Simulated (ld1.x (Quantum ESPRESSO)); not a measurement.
**What one change does to a pseudopotential (As, TM)**

* Element: arsenic
* Generator: ld1.x (Quantum ESPRESSO) 7.5
* Type: norm-conserving Troullier–Martins (Kleinman–Bylander form)
* Functional: PBE
* Relativity: scalar-relativistic
* Frozen core: [Ar] 3d10
* Valence charge: 5
* Reference configuration: 4s2 4p3
* Partial waves: 4p (bound): rc 2.10 bohr; 4s (bound): rc 1.20 bohr
* Local potential: the s channel
* Core correction: none

All-electron outer shells of the reference configuration (PBE, scalar-relativistic, ld1.x):

| shell | level (eV) | outermost node (bohr) | outermost maximum (bohr) |
| --- | --- | --- | --- |
| 3p | -133.68 | 0.22 | 0.52 |
| 3d | -40.65 | – | 0.47 |
| 4s | -14.49 | 0.73 | 1.61 |
| 4p | -5.19 | 0.78 | 2.00 |

Change: all radii scaled by about 1.18 (s 1.42, p 2.48 bohr).

Cutoffs: the cutoffs (Ry, on a coarse ladder) from which the occupation-weighted sum of valence levels, in a spherical-Bessel basis at the reference potential, stays within 10 and 1 mRy of its value at 400 Ry; they do not see the model core or the augmentation charge, which bear on the density cutoff. Errors are all-electron minus pseudo energies relative to the spin-unpolarised reference configuration.

Question: What does the change do?

Answer: The potential gets softer (70 Ry and 160 Ry → 35 Ry and 70 Ry); both files keep a bound ghost (p); of the 7 tests that both files solve, the error grows in 3 and shrinks in 2 by more than 15 % and 0.3 meV (median size 5.7 → 32.1 meV). A larger radius leaves more room for a smooth pseudo-wave, so fewer plane waves are needed.

| quantity | base | changed |
| --- | --- | --- |
| cutoff, loose | 70 Ry | 35 Ry |
| cutoff, tight | 160 Ry | 70 Ry |
| loose cutoff by channel (10 mRy a level) | p 21 Ry, s 50 Ry | p 12 Ry, s 18 Ry |
| bound ghosts | p | p |
| error for 4s2 4p2, meV [ΔE 9.15 eV] | -5.1 | -5.9 |
| error for 4s2 4p1, meV [ΔE 27.07 eV] | -18 | -32 |
| error for 4s2 4p0, meV [ΔE 54.77 eV] | +5.7 | -72 |
| error for 4s2 4p2.5, meV [ΔE 3.56 eV] | -1.4 | -1.4 |
| error for 4s1 4p0, meV [ΔE 105.42 eV] | +144 | +44 |
| error for 4s2 4p3.3, meV [ΔE -1.23 eV] | 0.0 | +0.1 |
| error for 4s0 4p5, meV [ΔE 19.06 eV] | +88 | +36 |

 A true bound ghost makes a file unfit for plane-wave use even where its test errors are small: the radial tests pick states by their node count and pass the ghost by.
